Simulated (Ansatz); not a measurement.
`[NH][Si](O)(O)O` radical from Hartree–Fock to CCSD(T)

```xyz
9

N     1.304    0.743   -0.845
Si   -0.009   -0.042   -0.012
O    -0.706    1.038    1.000
O     0.510   -1.279    0.917
O    -1.023   -0.608   -1.154
H     1.695    0.177   -1.600
H    -0.643    1.962    0.752
H     0.753   -1.060    1.818
H    -1.881   -0.932   -0.876
```

Total charge 0; spin multiplicity 2. The geometry is a stationary point of PBE0-D4/def2-TZVP. It is one conformer, not always the lowest. Frozen core, unrestricted reference, Ansatz 0.2.0. CBS rows extrapolate triple and quadruple zeta; past MP2 they add the triple-zeta difference.

```
     basis     HF (Eh)  MP2 corr.  CCSD corr.       (T)  CCSD(T) total
  def2-SVP           ?          ?    -0.80786  -0.01637              ?
def2-TZVPP  -570.60065   -0.99985           ?  -0.03559              ?
def2-QZVPP           ?   -1.08289           –         –              –
 CBS(def2)  -570.62739   -1.14441    -1.16765     as TZ     -571.83063
```

Fill in the withheld values. (Estimate.)

Computed: def2-SVP HF (Eh): -570.11599; def2-SVP MP2 corr.: -0.77542; def2-SVP CCSD(T) total: -570.94022; def2-TZVPP CCSD corr.: -1.02309; def2-TZVPP CCSD(T) total: -571.65933; def2-QZVPP HF (Eh): -570.62415.
